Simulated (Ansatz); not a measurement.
SnFH3 (SnH3F). Charge 0, multiplicity 1. Geometry B3LYP-D4/def2-TZVP.

```xyz
5

Sn    0.0531    0.0368   -0.1128
F    -0.7395   -0.5123    1.5721
H    -1.0063   -0.5684   -1.3042
H     1.5930   -0.6956   -0.1230
H     0.0996    1.7395   -0.0320
```

In the def2 sets Sn takes a core potential; there is no spin–orbit coupling.

(1) Estimate the orbital energies around the gap (eV) in Ansatz with LDA (SPW92)/def2-TZVP, PBE-D4/def2-SVP, PBE0-D4/def2-SVP, PBE0-D4/def2-TZVP, ωB97M-V/def2-TZVP.

Answers

(1) 
| orbital | LDA (SPW92)/def2-TZVP | PBE-D4/def2-SVP | PBE0-D4/def2-SVP | PBE0-D4/def2-TZVP | ωB97M-V/def2-TZVP |
| --- | --- | --- | --- | --- | --- |
| HOMO−5 | -13.49 | -13.10 | -14.84 | -14.94 | -17.63 |
| HOMO−4 | -9.59 | -9.02 | -10.74 | -11.04 | -13.47 |
| HOMO−3 | -9.26 | -8.86 | -10.63 | -10.90 | -13.47 |
| HOMO−2 | -9.26 | -8.86 | -10.63 | -10.90 | -13.46 |
| HOMO−1 | -7.98 | -7.53 | -9.19 | -9.38 | -11.64 |
| HOMO | -7.98 | -7.53 | -9.19 | -9.38 | -11.64 |
| LUMO | -1.91 | -1.34 | -0.52 | -0.86 | 0.65 |
| LUMO+1 | -1.14 | -0.64 | 0.34 | -0.02 | 1.91 |
| LUMO+2 | 0.14 | 0.67 | 1.44 | 1.03 | 2.22 |
| LUMO+3 | 0.14 | 0.67 | 1.44 | 1.03 | 2.23 |
| LUMO+4 | 1.88 | 3.77 | 4.62 | 2.56 | 3.91 |
| LUMO+5 | 1.88 | 4.75 | 5.66 | 2.57 | 3.91 |
